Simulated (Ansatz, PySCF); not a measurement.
Dimer: CH6OSi (SMILES CO[SiH3]) (first 9 atoms) with CH4 (SMILES C); geometry from B3LYP-D3(BJ)/def2-TZVP, rigid monomers moved along the line of their centres of mass till O2···H11 is 2.42 Å.
(charge 0, multiplicity 1):
| atom | x (Å) | y (Å) | z (Å) |
|---|---|---|---|
| C | -1.6050 | -0.4673 | 0.3216 |
| O | -0.5492 | 0.4651 | 0.1508 |
| Si | 0.9489 | 0.0400 | -0.3829 |
| H | -2.4791 | 0.0743 | 0.6816 |
| H | -1.8598 | -0.9563 | -0.6241 |
| H | -1.3413 | -1.2340 | 1.0566 |
| H | 1.5554 | -0.9886 | 0.5000 |
| H | 1.7615 | 1.2719 | -0.3719 |
| H | 0.8809 | -0.5210 | -1.7568 |
| C | 0.0326 | 0.0394 | 3.3578 |
| H | -0.1891 | 0.7106 | 2.5300 |
| H | -0.8930 | -0.3959 | 3.7332 |
| H | 0.6922 | -0.7553 | 3.0109 |
| H | 0.5223 | 0.5916 | 4.1589 |

Monomers are frozen at their geometry in the pair; levels with a basis set take the counterpoise correction.

Cores are frozen in the correlated methods. Rows in 6-31G* carry no dispersion term and start afresh at each structure (6-31G* with six Cartesian d functions).

Programs: Ansatz (a program for electronic structure); PySCF for 6-31G* rows, the dispersion terms. 

| level | interaction energy (meV) |
|---|---|
| r2SCAN/def2-TZVPPD | -8.5 |
| r2SCAN-D3(BJ)/def2-TZVPPD | -35.6 |
| B3LYP/6-31G* | 67.6 |
| PBE0-D3(BJ)/def2-TZVPPD | -39.4 |
| wB97X-V/def2-TZVPPD | -31.4 |
| wB97M-V/def2-TZVPPD | -33.5 |
| SCS-MP2/aug-cc-pV(D+d)Z | 14.9 |
| CCSD/aug-cc-pV(D+d)Z | 0.5 |
| CCSD(T)/aug-cc-pV(D+d)Z | [?] |

Task: Some entries are withheld; supply them.

Result: 
- CCSD(T)/aug-cc-pV(D+d)Z, interaction energy (meV): -14.2
